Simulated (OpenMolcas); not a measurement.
Computed levels of 3d⁸ in ions with 26 electrons, in cm-1 above ³F₄.

```json
{
 "Program": "OpenMolcas 26.06",
 "Method": "SS-CASPT2, IPEA 0.25 Eh, imaginary shift 0.1 Eh",
 "Basis": "ANO-R2",
 "Scalar Hamiltonian": "X2C, finite nucleus",
 "Spin-orbit coupling": "RASSI with atomic mean-field integrals over the reference wave functions, term energies averaged over their components"
}
```

Active space for each ion: 8 electrons in 5 orbitals (3d); closed shells correlated by CASPT2: 3s 3p.

| Level | Co+ | Cu3+ |
| --- | --- | --- |
| ³F₃ | 968 | 1841 |
| ³F₂ | 1625 | 3050 |
| ¹D₂ | 10710 | 15670 |
| ³P₂ | 13890 | 19820 |
| ³P₁ | 14210 | 20260 |
| ³P₀ | 14400 | 20600 |
| ¹G₄ | 18870 | 27010 |
| ¹S₀ | 42970 | 61680 |

Estimate ³F₂, ¹D₂, ³P₂ for Ni2+ from its neighbours Co+ and Cu3+.

³F₂ is fine structure, which grows about as the fourth power of a screened charge, so the fourth roots are averaged: ((1625^0.25 + 3050^0.25) / 2)^4 = 2254. The calculation gives 2270, so the estimate is off by -0.7 %; the measured value is 2270 (Corliss and Sugar, J. Phys. Chem. Ref. Data 10, 197 (1981)).
¹D₂ is another term, which grows about linearly with the charge: (10710 + 15670) / 2 = 13190. The calculation gives 13060, so the estimate is off by +1.0 %; the measured value is 14032 (Corliss and Sugar, J. Phys. Chem. Ref. Data 10, 197 (1981)).
³P₂ is another term, which grows about linearly with the charge: (13890 + 19820) / 2 = 16855. The calculation gives 16660, so the estimate is off by +1.2 %; the measured value is 16662 (Corliss and Sugar, J. Phys. Chem. Ref. Data 10, 197 (1981)).

CASPT2 does not keep the components of a term degenerate, so their means are used; among the terms shown or strongly mixed into the levels shown the widest spread is 1200 cm-1 (3d⁸ ³F, Co+). Some levels mix across a computed gap that differs much from the measured one, so their mixing is not that of the real levels (holds for Ni2+). Measured partners are found by configuration, term and J. A level has none where our copy of the source lacks it or the pairing is in doubt (some pairs that miss far off the trend of their configuration count as doubtful), and it then counts in no deviation. Only configurations of the active space appear.
